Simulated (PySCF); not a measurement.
**A small calculation by hand: entropy of an ideal gas**

CH3Si, SMILES [CH]=[SiH2], multiplicity 2.

Coordinates come from a ωB97X-D3(BJ)/def2-TZVP optimisation. The isomer is the one that the SMILES or the coordinates give; other isomers of the formula were not compared.

ωB97X-D3(BJ)/def2-TZVP in PySCF gives the harmonic wavenumbers 247, 411, 616, 691, 963, 1107, 2284, 2289, 3369 cm⁻¹ and the rotational temperatures 7.8204, 0.7658, 0.6975 K. The molar mass is 43.12 g/mol, the symmetry number 2, the spin multiplicity 2.

Work out the entropy at 298.15 K and 1 atm in the rigid-rotor, harmonic-oscillator model.


Translation (Sackur–Tetrode at 1 atm): S = R[1.5 ln M + 2.5 ln T − 1.16487] = 155.7 J/(mol K).
Rotation: q = (√π/σ) T^1.5/√(θA θB θC) = 2230, S = R[ln q + 3/2] = 76.6 J/(mol K).
Vibration: with u = 1.4388 ν/T, each mode gives R[u/(e^u − 1) − ln(1 − e^−u)]:
```json
[
 {"ν (cm⁻¹)": "247", "modes": "1", "u": "1.19", "S (J/(mol K))": "7.33"},
 {"ν (cm⁻¹)": "411", "modes": "1", "u": "1.98", "S (J/(mol K))": "3.86"},
 {"ν (cm⁻¹)": "616", "modes": "1", "u": "2.97", "S (J/(mol K))": "1.77"},
 {"ν (cm⁻¹)": "691", "modes": "1", "u": "3.33", "S (J/(mol K))": "1.33"},
 {"ν (cm⁻¹)": "963", "modes": "1", "u": "4.65", "S (J/(mol K))": "0.45"},
 {"ν (cm⁻¹)": "1107", "modes": "1", "u": "5.34", "S (J/(mol K))": "0.25"}
]
```
The stiffer modes add less than 0.005 each. Sum 15.0 J/(mol K).
Spin: R ln 2 = 5.8 J/(mol K).
Total 253.0 J/(mol K); the program's own thermochemistry gives 253.0. Translation makes up 62 % and vibration 6 %. Anharmonicity, hindered rotation and orbital degeneracy are left out.
